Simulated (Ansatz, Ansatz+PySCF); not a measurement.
```xyz
2

C     0.0000    0.0000   -0.9421
C     0.0000    0.0000    0.9421
```

Basis set: 6-31G (spherical functions). Frozen core: 2 orbitals. Charge 0, multiplicity 1.

Computed with Ansatz (development build ahead of 0.2.0); each method stands on the lowest determinant of its kind that the runs found. Restricted open shells among the atoms or ions are ROHF, correlated in semicanonical orbitals with singles. Restricted functionals stand beside restricted open-shell atoms, which can lie above the unrestricted atoms usual in DFT and then raise those values.

Give the atomization energy at this shape (free ground-state atoms in the same class of orbitals less the molecule, no zero-point energy) of singlet C₂ by PBE0 (unrestricted), PBE0 (restricted), full CI (lowest root of this spin), RHF-CCSD(T), RHF-MP2, UHF-MP2, UHF, RHF, UHF-CCSD(T), RHF-CCSD.

| method | atomization energy |
| --- | --- |
| PBE0 (unrestricted) | 2.50 eV |
| PBE0 (restricted) | 1.73 eV |
| full CI (lowest root of this spin) | 1.98 eV |
| RHF-CCSD(T) | 1.86 eV |
| RHF-MP2 | 1.70 eV |
| UHF-MP2 | 1.08 eV |
| UHF | 0.38 eV |
| RHF | -2.05 eV |
| UHF-CCSD(T) | 2.06 eV |
| RHF-CCSD | 1.57 eV |

Caution: another spin multiplicity may lie lower; the shape is not the minimum. Caution for PBE0 (unrestricted), UHF-MP2, UHF, UHF-CCSD(T): the unrestricted determinant is a mixture of spin states. Caution for PBE0 (restricted), RHF-CCSD(T), RHF-MP2, RHF, RHF-CCSD: an unrestricted determinant lies well below. Caution for RHF-CCSD(T), RHF-MP2, UHF-MP2, UHF-CCSD(T), RHF-CCSD: large amplitudes, a single reference is doubtful. Caution for RHF-CCSD(T): the program doubts this total. Caution for UHF-MP2: another reference gives a lower total. Caution for UHF-MP2, UHF, UHF-CCSD(T): the determinant breaks the point group. Caution for RHF: the molecule lies well above its atoms at this level.

This basis has no polarisation functions and is too small for such energies, which can lie far from measured ones in either direction.
